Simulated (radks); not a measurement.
Results of a calculation; reference values are marked as such.
Problem. Mean orbital radii <r> (bohr) of the holmium ion Ho+, [Xe] 4f11 6s1, of relativity; Dirac values are averaged over j with weights 2j + 1. Spin-unpolarised spherical Kohn-Sham, PBEsol, point nucleus unless stated (finite: rms radius 5.2022 fm), a radial shooting solver on a logarithmic mesh with Libxc functionals. A level marked "c x" has the speed of light scaled by that factor and shares open shells by 2j + 1; other Dirac levels either fill j = l - 1/2 first or share by 2j + 1.

shell  non-rel.
2s      0.09612
2p      0.08144
3s       0.2468
3p       0.2366
3d       0.2091
4s       0.5561
4p       0.5679
4d       0.5984
5s        1.381
5p        1.567
4f       0.8040
6s        3.924

Give the values at the level "Dirac, c x 0.85".

Solution. 
shell  Dirac, c x 0.85  change of magnitude (%)
2s             0.08399                   -12.62
2p             0.07618                    -6.47
3s              0.2222                    -9.96
3p              0.2248                    -4.97
3d              0.2076                    -0.72
4s              0.5035                    -9.45
4p              0.5420                    -4.56
4d              0.5967                    -0.28
5s               1.234                   -10.67
5p               1.494                    -4.65
4f              0.8740                    +8.71
6s               3.542                    -9.75
